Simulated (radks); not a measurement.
The numbers below are computed, except where a source is named.
Numerical settings for neutral hafnium, [Xe] 4f14 5d2 6s2. Code: a radial shooting solver on a logarithmic mesh with Libxc functionals. Model: scalar-relativistic Kohn-Sham, PBEsol, spin-unpolarised, spherical densities, finite nucleus; Fermi nuclear charge, rms radius 5.347 fm. The defaults (mesh step 0.008 in ln r, mesh end at 40 bohr or more with all orbitals vanishing there, Anderson mixing 0.5 over 9 steps, residual threshold near 1e-9 with the energy settled to 1e-9 hartree or 1e-11 of itself, here a cap of 71 iterations) give E = -15071.6085 hartree and 5d at -2.716 eV in 16 iterations. Run on one thread of a shared host, so times are rough (Arm Neoverse N1): 0.22 s of CPU time, 0.22 s wall, 16 iterations on 2440 mesh points. Changes against that run (0 stands for a change within the tolerance of the run):

setting                     iterations  converged  E (mhartree)  e(5d) (meV)  CPU (s)
mesh step in ln r 0.02              16        yes             0            0     0.11
mesh step in ln r 0.08               4         no      diverged            -     0.03
mesh step in ln r 0.2                4         no      diverged            -     0.01
mesh end (bohr) 400                 16        yes             0            0     0.22
mesh end (bohr) 20                  16        yes             0      +0.0112     0.21
residual threshold 0.01             11        yes             0       -0.183     0.18
residual threshold 0.1              11        yes             0       -0.183     0.18
mixing 0.01                         52        yes             0            0     0.67
linear mixing, mixing 1             71         no     +3.21e+05    -9.91e+05      2.8
linear mixing, mixing 0.05          71         no         -2.43        -41.8     0.83
mixing history 20                   18        yes             0            0     0.24
iteration cap 3                      3         no         +3.94         +286     0.06

No run marked as converged misses the energy by more than 1 mhartree. A mesh that ends early acts as a hard wall.
